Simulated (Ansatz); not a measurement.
A run for Ansatz (a quantum-chemistry and plane-wave program): R-wB97X-V/def2-TZVPPD on H4O2Si (SMILES O[SiH2]O) with ghost functions. Files ending in .json are basis or fitting sets from the Basis Set Exchange.

Ansatz 0.2 input:
```yaml
crystal:
  periodic: [false, false, false]
  atoms:
    - {symbol: O, position_ang: [-0.04742771, 1.04059696, 1.31714254]}
    - {symbol: Si, position_ang: [-0.63688943, 0.35662861, -0.03988783]}
    - {symbol: O, position_ang: [0.39431490, 0.50732271, -1.31815438]}
    - {symbol: H, position_ang: [0.11139915, 0.46930399, 2.10347644]}
    - {symbol: H, position_ang: [-1.86126226, 1.04050751, -0.49612203]}
    - {symbol: H, position_ang: [-0.91253385, -1.08148378, 0.23563361]}
    - {symbol: H, position_ang: [1.31175691, 0.25786759, -1.18255999]}
basis:
  gaussian:
    orbitals: def2-TZVPPD.json
    ghost_atoms:
      - {symbol: N, position_ang: [0.32518778, -0.61127628, 3.56927136]}
      - {symbol: H, position_ang: [-0.00626408, -1.54984154, 3.37537292]}
      - {symbol: H, position_ang: [1.28532462, -0.68192429, 3.88685659]}
      - {symbol: H, position_ang: [-0.22638227, -0.24281294, 4.33617965]}
hamiltonian:
  xc: {name: wB97X-V}
scf: {lower_state_search: off}
```

The log:

```
WARN ansatz: RAYON_NUM_THREADS=1 ignored (pool sized by the plan → 1); use --threads N
Functional definition: wB97X-V
these checks for a lower state are left out or cut short: stability, starts, cluster_reference, orbital_swaps, neighbouring_geometries, increment
integrals: 0.29 GiB planned
1252 factors; their error is unknown
integrals: 0.33 GiB planned
392 factors; integrals over basis functions are off by at most 2.8e-5 eV
mean field: 1.60 GiB planned
mean field evaluation 1: about -12032.7325 eV, gradient 6.3e1 eV
mean field evaluation 2: about -12031.2143 eV, gradient 7.1e1 eV
mean field evaluation 4: about -12038.9002 eV, gradient 4.5e-1 eV
mean field evaluation 8: about -12038.9200 eV, gradient 2.9e-1 eV
mean field evaluation 16: about -12038.9200 eV, gradient 3.9e-6 eV
mean field -12038.92003968 eV, -442.4221511851 hartree, gradient 3.9e-6 eV, S^2 0.000000; 0 other end points of the search recorded, 0 dependent functions left out
reference -12038.92003714 eV, -442.4221510918 hartree; 17, 17 occupied and 267, 267 virtual orbitals, 1252 factors
Total energy: -12038.92003714 eV, -442.4221510918 hartree
Checks for a lower state left out: stability, starts, cluster_reference, orbital_swaps, neighbouring_geometries, increment
```

Self-consistency was reached.

Cost: about 10 core-seconds (a rough figure).
